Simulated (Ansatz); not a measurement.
Abridged output of a molecular run in Ansatz:

```
Functional definition: HF
1313 factors; integrals over basis functions are off by at most 1.6e-3 eV
mean field evaluation 1: about -81501.5905 eV, gradient 3.7e1 eV
mean field evaluation 2: about -81501.5965 eV, gradient 3.7e1 eV
mean field evaluation 4: about -81504.8984 eV, gradient 4.3e0 eV
mean field evaluation 8: about -81504.9464 eV, gradient 1.2e-4 eV
mean field -81504.94637049 eV, -2995.2515330788 hartree, gradient 3.1e-6 eV, S^2 0.000000; 0 other end points of the search recorded, 0 dependent functions left out
22 core orbitals not correlated: weight in the atoms' cores, before any rotation towards them, 1.000 or more for the frozen orbitals, at most 0.000 for the correlated occupied ones
reference -81504.94637049 eV, -2995.2515330788 hartree; 23, 23 occupied and 90, 90 virtual orbitals, 1313 factors
second order -25.54804314 eV of doubles, -0.00000000 eV of singles
cycle   1  -25.89815905 eV  change   -3.5e-1 eV  update   1.2e-1
cycle   2  -26.56280163 eV  change   -6.6e-1 eV  update   3.6e-2
cycle   3  -26.71367235 eV  change   -1.5e-1 eV  update   2.0e-2
cycle   4  -26.70683728 eV  change    6.8e-3 eV  update   5.1e-3
cycle   5  -26.70420772 eV  change    2.6e-3 eV  update   2.7e-3
cycle   6  -26.70427848 eV  change   -7.1e-5 eV  update   9.3e-4
cycle   7  -26.70406220 eV  change    2.2e-4 eV  update   3.6e-4
cycle   8  -26.70407954 eV  change   -1.7e-5 eV  update   9.5e-5
cycle   9  -26.70411739 eV  change   -3.8e-5 eV  update   2.9e-5
perturbative correction -0.73645148 eV, -0.0270640926 hartree
Total energy: -81532.38693937 eV, -2996.2599553849 hartree
```

Its atoms:

Cartesian coordinates in Å:
```
C 1.3491 0.5679 0.3543
C 0.3796 -0.5248 0.7399
O -0.2824 -1.0636 -0.3931
Ga -1.6974 -0.2987 -1.1071
Cl -2.6019 1.3822 -0.1716
Cl -2.5088 -1.1036 -2.8818
H 1.9034 0.9154 1.2299
H 0.8206 1.4278 -0.0684
H 2.0640 0.2023 -0.3855
H 0.9138 -1.3584 1.2069
H -0.3400 -0.1465 1.4765
```

(1) Which basis set was used?
A. cc-pV(Q+d)Z
B. def2-TZVPPD
C. def2-SVP
D. def2-TZVPP

(2) Write the keys of the input that set method, charge and spin (a neutral closed shell needs none for the last two).

Answers

(1) C. It gives 135 functions.

(2) 
```yaml
correlation: {method: ccsd_t}
```
